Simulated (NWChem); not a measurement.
System: C3H5FOSi; SMILES C=C1C[Si@@H](F)O1

Here is an NWChem input.

```
start job
memory heap 200 mb stack 900 mb global 1100 mb
geometry units angstroms noautoz
  C      0.264585     2.536692    -0.316767
  C      0.042934     1.237418    -0.067336
  C     -1.250553     0.419398    -0.017248
  Si    -0.062771    -0.968921     0.424733
  F      0.146569    -2.143767    -0.688123
  O      1.057089     0.314557     0.238932
  H     -0.576783     3.202386    -0.549417
  H      1.285074     2.943896    -0.293036
  H     -1.767270     0.327809    -0.993524
  H     -1.977738     0.755692     0.748035
  H     -0.009438    -1.646591     1.752925
end
basis spherical
  * library 6-31+g*
end
dft
  xc xpbe96 cpbe96
  iterations 150
end
tddft
  cis
  nroots 6
  notriplet
end
task tddft energy
```

Output (shortened):

```
             Northwest Computational Chemistry Package (NWChem) 7.3.0
             --------------------------------------------------------

 C1  symmetry detected

                             Geometry "geometry" -> ""
                             -------------------------

 Output coordinates in angstroms (scale by  1.889725989 to convert to a.u.)

  No.       Tag          Charge          X              Y              Z
 ---- ---------------- ---------- -------------- -------------- --------------
    1 C                    6.0000     0.20225294     2.53132643    -0.34078595
    2 C                    6.0000     0.01363555     1.22997612    -0.07551482
    3 C                    6.0000    -1.26166245     0.38797070     0.02152146
    4 Si                  14.0000    -0.03397900    -0.97424570     0.43475598
    5 F                    9.0000     0.16231028    -2.15316411    -0.67617009
    6 O                    8.0000     1.05455618     0.32881820     0.20445219
    7 H                    1.0000    -0.65871974     3.17919537    -0.55094428
    8 H                    1.0000     1.21497735     2.95797392    -0.35250016
    9 H                    1.0000    -1.80736547     0.27933334    -0.93707437
   10 H                    1.0000    -1.97041857     0.71610346     0.80736076
   11 H                    1.0000     0.07463428    -1.64087450     1.76516351

 Effective nuclear repulsion energy (a.u.)     295.6248165182

  pbe96 is a nonlocal functional; adding pw91lda local functional.

                                 NWChem DFT Module
                                 -----------------

 Summary of "ao basis" -> "ao basis" (spherical)
 ------------------------------------------------------------------------------
       Tag                 Description            Shells   Functions and Types
 ---------------- ------------------------------  ------  ---------------------
 C                          6-31+g*                  8       18   4s3p1d
 Si                         6-31+g*                 10       22   5s4p1d
 F                          6-31+g*                  8       18   4s3p1d
 O                          6-31+g*                  8       18   4s3p1d
 H                          6-31+g*                  2        2   2s

            General Information
            -------------------
          SCF calculation type: DFT
          Wavefunction type:  closed shell.
          No. of atoms     :    11
          No. of electrons :    54
           Alpha electrons :    27
            Beta electrons :    27
          Charge           :     0
          Spin multiplicity:     1
          Use of symmetry is: off; symmetry adaption is: off
          Maximum number of iterations: 150
          AO basis - number of functions:   122
                     number of shells:    60
          Convergence on energy requested:  1.00D-06
          Convergence on density requested:  1.00D-05
          Convergence on gradient requested:  5.00D-04

              XC Information
              --------------
          PerdewBurkeErnzerhof Exchange Functional  1.000
            Perdew 1991 LDA Correlation Functional  1.000 local
           PerdewBurkeErnz. Correlation Functional  1.000 non-local

             Grid Information
             ----------------
          Grid used for XC integration:  medium
          Radial quadrature: Mura-Knowles
          Angular quadrature: Lebedev.
          Tag              B.-S. Rad. Rad. Pts. Rad. Cut. Ang. Pts.
          ---              ---------- --------- --------- ---------
          C                   0.70       49          14.0       434
          Si                  1.10       88          14.0       590
          F                   0.50       49          14.0       434
          O                   0.60       49          11.0       434
          H                   0.35       45          13.0       434
          Grid pruning is: on
          Number of quadrature shells:   558
          Spatial weights used:  Erf1

      Superposition of Atomic Density Guess
      -------------------------------------

 Sum of atomic energies:        -578.43441325

      Non-variational initial energy
      ------------------------------

 Total energy =    -581.242700
 1-e energy   =   -1384.248870
 2-e energy   =     507.381353
 HOMO         =      -0.278098
 LUMO         =       0.025711

   convergence    iter        energy       DeltaE   RMS-Dens  Diis-err
 ---------------- ----- ----------------- --------- --------- ---------
 d= 0,ls=0.0,diis     1   -581.3283974702 -8.77D+02  7.30D-02  1.13D+00
 d= 0,ls=0.0,diis     2   -581.0237048728  3.05D-01  4.96D-02  4.51D+00
 d= 0,ls=0.0,diis     3   -581.4502565109 -4.27D-01  5.28D-03  6.82D-02
 d= 0,ls=0.0,diis     4   -581.4538329031 -3.58D-03  2.64D-03  2.30D-02
 d= 0,ls=0.0,diis     5   -581.4561669189 -2.33D-03  1.50D-03  5.43D-03
  Resetting Diis
 d= 0,ls=0.0,diis     6   -581.4567952764 -6.28D-04  3.42D-04  5.48D-04
 d= 0,ls=0.0,diis     7   -581.4568650831 -6.98D-05  1.32D-04  1.64D-05
 d= 0,ls=0.0,diis     8   -581.4568595748  5.51D-06  9.42D-05  5.55D-05
 d= 0,ls=0.0,diis     9   -581.4568668416 -7.27D-06  2.71D-05  4.17D-06
 d= 0,ls=0.0,diis    10   -581.4568673695 -5.28D-07  6.42D-06  1.36D-07

         Total DFT energy =     -581.456867369523
      One electron energy =    -1388.266905694011
           Coulomb energy =      568.802525771439
    Exchange-Corr. energy =      -57.617303965128
 Nuclear repulsion energy =      295.624816518178

 Numeric. integr. density =       54.000006743285

                       DFT Final Molecular Orbital Analysis
                       ------------------------------------

 Vector   25  Occ=2.000000D+00  E=-2.990028D-01
              MO Center=  2.7D-01,  4.6D-01,  1.6D-01, r^2= 3.1D+00
   Bfn.  Coefficient  Atom+Function         Bfn.  Coefficient  Atom+Function
  ----- ------------  ---------------      ----- ------------  ---------------
    46     -0.462698   3 C  s                10      0.441468   1 C  s
    97     -0.389933   6 O  px               30     -0.252183   2 C  py
   101     -0.231060   6 O  px               21      0.222198   2 C  px
    39     -0.214167   3 C  px               40     -0.191298   3 C  py
    29     -0.178868   2 C  px               62      0.171869   4 Si py

 Vector   26  Occ=2.000000D+00  E=-2.858189D-01
              MO Center= -3.7D-01, -9.1D-02,  2.2D-01, r^2= 3.0D+00
   Bfn.  Coefficient  Atom+Function         Bfn.  Coefficient  Atom+Function
  ----- ------------  ---------------      ----- ------------  ---------------
    10      0.786733   1 C  s                46     -0.596964   3 C  s
    30     -0.464564   2 C  py               40      0.321508   3 C  py
    97     -0.291881   6 O  px               61      0.266707   4 Si px
    28     -0.215934   2 C  s                29     -0.216496   2 C  px
    44      0.190401   3 C  py               39     -0.187070   3 C  px

 Vector   27  Occ=2.000000D+00  E=-2.092169D-01
              MO Center=  2.7D-01,  1.6D+00, -1.4D-01, r^2= 2.4D+00
   Bfn.  Coefficient  Atom+Function         Bfn.  Coefficient  Atom+Function
  ----- ------------  ---------------      ----- ------------  ---------------
     5      0.405696   1 C  pz               99     -0.312441   6 O  pz
    23      0.304708   2 C  pz                9      0.280177   1 C  pz
   103     -0.226876   6 O  pz               27      0.183019   2 C  pz
    10      0.137401   1 C  s                28     -0.108108   2 C  s
     4      0.091142   1 C  py               67     -0.079581   4 Si pz

[...]

                                NWChem TDDFT Module
                                -------------------

            General Information
            -------------------
           No. of orbitals :     244
            Alpha orbitals :     122
             Beta orbitals :     122
        Alpha frozen cores :       0
         Beta frozen cores :       0
     Alpha frozen virtuals :       0
      Beta frozen virtuals :       0
         Spin multiplicity :       1
    Number of AO functions :     122
        Use of symmetry is : off
      Symmetry adaption is : off
         Schwarz screening :  0.10D-07

              XC Information
              --------------
   PerdewBurkeErnzerhof Exchange Functional   1.00
     Perdew 1991 LDA Correlation Functional   1.00 local
    PerdewBurkeErnz. Correlation Functional   1.00 non-local

             TDDFT Information
             -----------------
          Calculation type : Tamm-Dancoff TDDFT
         Wavefunction type : Restricted singlets
          No. of electrons :      54
           Alpha electrons :      27
            Beta electrons :      27
              No. of roots :       6
          Max subspacesize :    5200
            Max iterations :     100
               Target root :       1
           Target symmetry : none
      Symmetry restriction : off
                 Algorithm : Optimal
        Davidson threshold :  0.10D-03

    6 smallest eigenvalue differences (eV)
--------------------------------------------------------
  No. Spin  Occ  Vir  Irrep   E(Occ)    E(Vir)   E(Diff)
--------------------------------------------------------
    1    1   27   28 a        -0.209    -0.033     4.804
    2    1   27   29 a        -0.209    -0.029     4.895
    3    1   27   30 a        -0.209    -0.016     5.245
    4    1   27   31 a        -0.209    -0.013     5.347
    5    1   27   32 a        -0.209     0.004     5.789
    6    1   27   33 a        -0.209     0.026     6.403
--------------------------------------------------------

  Entering Davidson iterations
  Restricted singlet excited states

  Iter   NTrls   NConv    DeltaV     DeltaE      Time
  ----  ------  ------  ---------  ---------  ---------
    1      6       0     0.24E+00   0.10+100        5.8
    2     12       0     0.55E-01   0.69E-01        5.8
    3     18       0     0.12E-01   0.41E-02        5.8
    4     24       0     0.20E-02   0.21E-03        5.7
    5     30       4     0.23E-03   0.56E-05        5.7
    6     32       6     0.27E-04   0.62E-07        4.3
  ----  ------  ------  ---------  ---------  ---------
  Convergence criterion met

  Ground state a        -581.456867369523 a.u.

  ----------------------------------------------------------------------------
  Root   1 singlet a              0.178005663 a.u.                4.8438 eV
  ----------------------------------------------------------------------------
     Transition Moments    X -0.09879   Y -0.13470   Z  0.05005
     Dipole Oscillator Strength                    0.0036084056
     Electric Quadrupole                           0.0000000031
     Magnetic Dipole                               0.0000001599
     Total Oscillator Strength                     0.0036085686

     Occ.   27  a   ---  Virt.   28  a       -0.94241
     Occ.   27  a   ---  Virt.   29  a        0.32958
  ----------------------------------------------------------------------------
  Root   2 singlet a              0.195235997 a.u.                5.3126 eV
  ----------------------------------------------------------------------------
     Transition Moments    X -0.01016   Y  0.29894   Z -0.04309
     Dipole Oscillator Strength                    0.0118870127
     Electric Quadrupole                           0.0000000380
     Magnetic Dipole                               0.0000001578
     Total Oscillator Strength                     0.0118872085

     Occ.   27  a   ---  Virt.   29  a       -0.20286
     Occ.   27  a   ---  Virt.   30  a       -0.96905
     Occ.   27  a   ---  Virt.   31  a       -0.09943
  ----------------------------------------------------------------------------
  Root   3 singlet a              0.197148119 a.u.                5.3647 eV
  ----------------------------------------------------------------------------
     Transition Moments    X -0.03136   Y  0.20672   Z  0.18028
     Dipole Oscillator Strength                    0.0100172633
     Electric Quadrupole                           0.0000001686
     Magnetic Dipole                               0.0000005262
     Total Oscillator Strength                     0.0100179581

     Occ.   27  a   ---  Virt.   30  a       -0.09157
     Occ.   27  a   ---  Virt.   31  a        0.99329
  ----------------------------------------------------------------------------
  Root   4 singlet a              0.210006054 a.u.                5.7146 eV
  ----------------------------------------------------------------------------
     Transition Moments    X  0.06382   Y  0.25667   Z -0.05366
     Dipole Oscillator Strength                    0.0101965930
     Electric Quadrupole                           0.0000002149
     Magnetic Dipole                               0.0000000846
     Total Oscillator Strength                     0.0101968925

     Occ.   27  a   ---  Virt.   28  a        0.13743
     Occ.   27  a   ---  Virt.   29  a        0.43011
     Occ.   27  a   ---  Virt.   30  a       -0.10781
     Occ.   27  a   ---  Virt.   32  a        0.86941
     Occ.   27  a   ---  Virt.   34  a       -0.05299
     Occ.   27  a   ---  Virt.   35  a        0.10573
     Occ.   27  a   ---  Virt.   36  a       -0.06047
  ----------------------------------------------------------------------------
  Root   5 singlet a              0.226241691 a.u.                6.1564 eV
  ----------------------------------------------------------------------------
     Transition Moments    X -0.10799   Y -0.99529   Z  0.07531
     Dipole Oscillator Strength                    0.1520240868
     Electric Quadrupole                           0.0000007046
     Magnetic Dipole                               0.0000000287
     Total Oscillator Strength                     0.1520248202

     Occ.   27  a   ---  Virt.   28  a       -0.21147
     Occ.   27  a   ---  Virt.   29  a       -0.60036
     Occ.   27  a   ---  Virt.   30  a        0.13101
     Occ.   27  a   ---  Virt.   32  a        0.45756
     Occ.   27  a   ---  Virt.   33  a       -0.26961
     Occ.   27  a   ---  Virt.   34  a        0.25353
     Occ.   27  a   ---  Virt.   35  a       -0.37497
     Occ.   27  a   ---  Virt.   36  a        0.19477
     Occ.   27  a   ---  Virt.   40  a        0.09380
     Occ.   27  a   ---  Virt.   41  a       -0.11876
  ----------------------------------------------------------------------------
  Root   6 singlet a              0.236089382 a.u.                6.4243 eV
  ----------------------------------------------------------------------------
     Transition Moments    X  0.04355   Y  0.19234   Z -0.38874
     Dipole Oscillator Strength                    0.0299068156
     Electric Quadrupole                           0.0000002426
     Magnetic Dipole                               0.0000001779
     Total Oscillator Strength                     0.0299072361

     Occ.   27  a   ---  Virt.   28  a        0.05150
     Occ.   27  a   ---  Virt.   29  a        0.12199
     Occ.   27  a   ---  Virt.   32  a       -0.06343
     Occ.   27  a   ---  Virt.   33  a       -0.94964
     Occ.   27  a   ---  Virt.   34  a       -0.19851
     Occ.   27  a   ---  Virt.   35  a        0.16351
     Occ.   27  a   ---  Virt.   36  a       -0.06391

              Target root =      1
          Target symmetry = none
      Ground state energy =   -581.456867369523
        Excitation energy =      0.178005662645
     Excited state energy =   -581.278861706878

  stored tddft:energy   -581.27886170687827
```

Level: PBE/6-31+G* (spherical d), TDA. Coordinates come from a PBE-D3(BJ)/def2-SVP optimisation.
